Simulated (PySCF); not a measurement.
Species: C5H11Al.
Structure used (PBE0-D3(BJ)/def2-SVP), in Å, numbered top down from 1:
```
atom  x, y, z in Å
C1    -2.0425   -0.2551   -0.4227
C2    -0.5304   -0.1258   -0.5423
C3     0.0059    1.0823    0.2508
C4     1.5371    1.1996    0.1480
Al5    2.0413   -0.7023    0.1543
C6     0.2264   -1.4046   -0.1212
H7    -2.5582    0.6603   -0.7566
H8    -2.4211   -1.0960   -1.0238
H9    -2.3325   -0.4389    0.6256
H10   -0.2922    0.0664   -1.6079
H11   -0.2828    0.9439    1.3107
H12   -0.5084    2.0015   -0.0817
H13    1.8205    1.6438   -0.8266
H14    1.9689    1.8627    0.9138
H15    3.4494   -1.4295    0.3176
H16   -0.1724   -1.7589    0.8521
H17    0.0756   -2.2377   -0.8260
```

Probes without a nucleus sit at each ring's centroid and 1 Å off its mean plane on both sides; NICS is minus the shielding there, NICSzz its component along the normal. Level: GIAO PBE0/pcSseg-1 (PySCF, non-relativistic, gas phase) on the PBE0-D3(BJ)/def2-SVP geometry, one conformer.

Ring bond lengths (Å), with Mayer bond orders in brackets: C2–C3 1.541 (0.98), C3–C4 1.539 (1.01), C4–Al5 1.968 (0.87), Al5–C6 1.965 (0.86), C6–C2 1.544 (0.98).

What do the NICS probes read (ppm)?

```tsv
ring	type	NICS(0)	NICS(1), two faces	NICS(1)zz, two faces	rms pucker (Å)	centre to ring atoms, mean (Å)
C2–C3–C4–Al5–C6	5-membered ring with Al; formal bonds all single	-3.2	-3.2 / -3.1	-1.2 / -1.6	0.19	1.43
```

What can be read from them?

- C2–C3–C4–Al5–C6: mean NICS(1)zz -1.4 ppm, near zero. C2, C3, C4, C6 have four or more neighbours; no verdict on aromaticity is drawn.

Give the inner angles of the rings and the Hirshfeld charges of the ring atoms.

- C2–C3–C4–Al5–C6: C2 109.8° (-0.025 e), C3 111.8° (-0.074 e), C4 100.4° (-0.225 e), Al5 96.2° (+0.535 e), C6 101.2° (-0.226 e); sum 519.5° against 540° for a flat convex ring.

How do the values depend on the level or the medium?

```csv
level,"NICS(0), C2–C3–C4–Al5–C6","mean NICS(1)zz, C2–C3–C4–Al5–C6"
"PBE0/pcSseg-1, gas",-3.2,-1.4
"wB97X-D/pcSseg-1, gas",-3.1,-1.2
"PBE0/pcSseg-1, IEF-PCM methanol",-3.3,-1.3
"PBE0/pcSseg-1, IEF-PCM water",-3.4,-1.3
```

The geometry is the same throughout; the continuum's cavity takes Bondi-type radii × 1.2.

Hardware: one thread, Intel Xeon at 2.50 GHz (x86_64), shared host. Cost: 99 s wall, 68 s CPU (grids of density and orbitals included), 0.77 GiB resident at most. This is the whole shielding run at PBE0/pcSseg-1, SCF included.
